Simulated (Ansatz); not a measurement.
`c1ccc(CCOc2ccccc2)cc1`, relaxed as a singlet with RKS r2SCAN-D4/def2-SVP in Ansatz, starting from the GFN2-xTB geometry. Force threshold 0.03 eV/Å.

Start:

```
atom    x (Å)    y (Å)    z (Å)
  C1   3.5973   3.1046  -1.1333
  C2   3.0143   3.2075   0.1180
  C3   2.3578   2.1214   0.6693
  C4   2.2792   0.9176  -0.0194
  C5   1.5543  -0.2565   0.5741
  C6   0.0752  -0.2363   0.1808
  O7  -0.5362  -1.3644   0.7689
  C8  -1.8656  -1.5736   0.5625
  C9  -2.4052  -2.7060   1.1754
 C10  -3.7425  -3.0078   1.0278
 C11  -4.5657  -2.1886   0.2703
 C12  -4.0336  -1.0673  -0.3363
 C13  -2.6917  -0.7525  -0.1963
 C14   2.8602   0.8272  -1.2779
 C15   3.5169   1.9120  -1.8314
 H16   4.1161   3.9489  -1.5621
 H17   3.0751   4.1358   0.6669
 H18   1.9065   2.2048   1.6480
 H19   1.6183  -0.2365   1.6632
 H20   1.9886  -1.1937   0.2223
 H21  -0.0201  -0.2728  -0.9141
 H22  -0.3953   0.6900   0.5416
 H23  -1.7505  -3.3320   1.7614
 H24  -4.1473  -3.8876   1.5057
 H25  -5.6124  -2.4255   0.1559
 H26  -4.6647  -0.4202  -0.9274
 H27  -2.3041   0.1291  -0.6825
 H28   2.8037  -0.1038  -1.8240
 H29   3.9713   1.8259  -2.8075
```

(1) Estimate the energy that the relaxation releases and the steps that it takes.

(2) Does the start keep its bonding and symmetry?

(3) Predict the relaxed structure.

## Answers

(1) 0.11 eV, in 4 steps; 53 s on 4 threads of Intel Xeon on a shared host. No frequencies were taken in this run, so the end may be a saddle point.

(2) By distances, no bond broke or formed. The bond that changes most is C12–C13, from 1.39 to 1.40 Å (atoms count from 1). Point group Cs at the start, Cs at the end, both within 0.05 Å.

(3) 
```xyz
29

C     3.591    3.131   -1.152
C     3.010    3.230    0.116
C     2.367    2.126    0.682
C     2.293    0.905   -0.007
C     1.553   -0.268    0.581
C     0.082   -0.250    0.189
O    -0.533   -1.380    0.780
C    -1.859   -1.584    0.572
C    -2.408   -2.724    1.186
C    -3.760   -3.017    1.029
C    -4.586   -2.184    0.262
C    -4.036   -1.054   -0.344
C    -2.678   -0.744   -0.198
C     2.874    0.820   -1.283
C     3.519    1.922   -1.852
H     4.100    3.992   -1.593
H     3.067    4.171    0.673
H     1.924    2.206    1.681
H     1.619   -0.259    1.682
H     1.992   -1.219    0.237
H    -0.023   -0.282   -0.913
H    -0.399    0.684    0.542
H    -1.747   -3.361    1.780
H    -4.176   -3.906    1.513
H    -5.647   -2.416    0.141
H    -4.668   -0.394   -0.947
H    -2.273    0.146   -0.684
H     2.830   -0.128   -1.830
H     3.974    1.834   -2.843
```
Bond lengths: 14 × C–C 1.39 to 1.52 Å; 2 × C–O 1.36 to 1.42 Å; 14 × C–H 1.09 to 1.11 Å.
